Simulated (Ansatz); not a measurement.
One change: `F[SiH]1CO1` becomes `O[SiH2][SiH]1CO1`.

Ansatz, PBE0-D4/def2-TZVP geometries, multiplicity 1. Each molecule was computed in one conformer, which needn't be the lowest.

| property | `F[SiH]1CO1` |
| --- | --- |
| LUMO energy (PBE0/def2-TZVPP) / eV | 0.03 |
| size of the dipole moment (ωB97M-V/def2-TZVPP) / D | 1.88 |
| HOMO energy (PBE/def2-TZVPP) / eV | -6.65 |
| LUMO energy (PBE/def2-TZVPP) / eV | -0.82 |
| size of the dipole moment (B3LYP/def2-TZVPP) / D | 1.87 |
| HOMO energy (PBE0/def2-TZVPP) / eV | -8.01 |

**Question.** What does the change do to each property? (Estimate.)

**Answer.** Ansatz gave: 
```tsv
property	`O[SiH2][SiH]1CO1`	shift
LUMO energy (PBE0/def2-TZVPP) / eV	-1.16	-1.19
size of the dipole moment (ωB97M-V/def2-TZVPP) / D	1.69	-0.19
HOMO energy (PBE/def2-TZVPP) / eV	-6.43	0.22
LUMO energy (PBE/def2-TZVPP) / eV	-1.97	-1.15
size of the dipole moment (B3LYP/def2-TZVPP) / D	1.67	-0.20
HOMO energy (PBE0/def2-TZVPP) / eV	-7.64	0.37
```

With PBE0 the HOMO rises by 0.37 eV and the LUMO falls by 1.19 eV, so the gap narrows by about 1.56 eV. PBE moves the HOMO by 0.22 eV and ωB97M-V by 0.47 eV. Dipoles are sizes alone; their direction can turn.

B3LYP here is the variant with VWN-RPA as its local correlation; programs differ in this.
